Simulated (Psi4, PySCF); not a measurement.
Input for Psi4:
```
memory 2 GB

molecule {
-1 1
  C    -0.01707892    0.13768366    1.56711869
  C    -0.00258751    0.01589936    0.23872691
  H    -0.01937530   -0.90033578    2.05551585
  C     0.00330867    1.25366579   -0.64010594
  H    -0.00577892    2.15256181   -0.02325221
  H     0.89326881    1.29293502   -1.28777368
  H    -0.87285877    1.28799033   -1.30658702
  C     0.01031081   -1.25397826   -0.63835837
  H     0.00619538   -2.15281432   -0.01577716
  H    -0.86732463   -1.30245721   -1.30263128
  H     0.90215513   -1.29750313   -1.28378223
}

set basis 6-31g*
set scf_type pk
set puream true
set d_convergence 1e-8
set dft_radial_points 99
set dft_spherical_points 590

energy('cam-b3lyp')
print_variables()
```

Problem. Convert this to an input for PySCF.

Solution. Several could match; the one computed here: 
```python
from pyscf import gto, scf, dft

mol = gto.Mole()
mol.atom = '''
    C    -0.017079    0.137684    1.567119
    C    -0.002588    0.015899    0.238727
    H    -0.019375   -0.900336    2.055516
    C     0.003309    1.253666   -0.640106
    H    -0.005779    2.152562   -0.023252
    H     0.893269    1.292935   -1.287774
    H    -0.872859    1.287990   -1.306587
    C     0.010311   -1.253978   -0.638358
    H     0.006195   -2.152814   -0.015777
    H    -0.867325   -1.302457   -1.302631
    H     0.902155   -1.297503   -1.283782
'''
mol.basis = '6-31g*'
mol.charge = -1
mol.spin = 0
mol.verbose = 4
mol.build()

mf = dft.RKS(mol)
mf.xc = 'camb3lyp'
mf.grids.atom_grid = (99, 590)
mf.grids.prune = None
mf.kernel()
```

Both were run: Psi4 gave -156.422003 Eh and PySCF -156.422003 Eh, 0.000 mEh apart.
